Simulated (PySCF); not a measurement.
Ligands exchanged one at a time, Si Br-OH. All species are isolated molecules in the gas phase. One relaxed conformer stands for each flexible species; it need not be the lowest. Strings in code marks are SMILES.

Method: PBE0-D4/def2-TZVP in PySCF. All candidates: neutral, multiplicity 1. Delta-SCF ions had no search for a lower state. Excitations are Tamm–Dancoff values on a coarser integration grid. The basis has no diffuse functions, so Rydberg states are missing or too high.

| Item | Result |
|---|---|
| T1 excitation (TDA) | 7.81 eV |
| vertical ionisation energy (Delta-SCF) | 11.37 eV |
| HOMO | -9.11 eV |

Question: Identify which member has these values.
A. `O[Si](Br)(Br)Br` (H–O–Si–Br torsion 180°)
B. `O[Si](O)(O)O`
C. `O[Si](O)(Br)Br` (H–O–Si–Br torsion -66°, Br–Si–O–H torsion -46°)

Answer: B, `O[Si](O)(O)O`. The others give `O[Si](Br)(Br)Br` (H–O–Si–Br torsion 180°): 5.79 eV, 10.42 eV, -8.52 eV; `O[Si](O)(Br)Br` (H–O–Si–Br torsion -66°, Br–Si–O–H torsion -46°): 6.37 eV, 10.51 eV, -8.43 eV
